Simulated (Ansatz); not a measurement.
Two isomers of C2H5NOSi: A = `CO[SiH]1C=N1`, B = `O=C/N=C\[SiH3]`.

Computed with Ansatz on PBE0-D4/def2-TZVP structures; ΔE is electronic, products minus reactants. CCSD(T)/CBS adds triple-zeta CCSD(T) − MP2 to the extrapolated MP2 energy (def2 sets, frozen cores). Functionals use def2-TZVPP. B3LYP here is the variant with VWN-RPA as its local correlation; programs differ in this. Each species was taken in one conformer, which may not be the lowest.

(1) Which is lower in electronic energy at CCSD(T)/CBS, and by how much? (Best estimate.)

(2) Give E(B) − E(A) in kJ/mol with r2SCAN-D4, B3LYP, CCSD/def2-TZVPP, B3LYP-D4, ωB97M-V, PBE0-D4, B2PLYP. (Estimate.)

Largest T1 diagnostic: 0.017.

## Answers

(1) Computed: A, by 58.0 kJ/mol.

(2) Computed: r2SCAN-D4 48.5, B3LYP 40.2, CCSD/def2-TZVPP 53.6, B3LYP-D4 37.1, ωB97M-V 56.3, PBE0-D4 48.0, B2PLYP 47.9. None reverses the order clearly.

The D4 term adds −3.1 kJ/mol with B3LYP and −1.6 kJ/mol with PBE0; it sums over pairs of atoms, weighted by their polarisabilities, and B3LYP, whose exchange is more repulsive, gets the larger term. From PBE to PBE0 (25 % exact exchange), in def2-TZVPP and without D4, E(B) − E(A) moves by +14.1 kJ/mol.
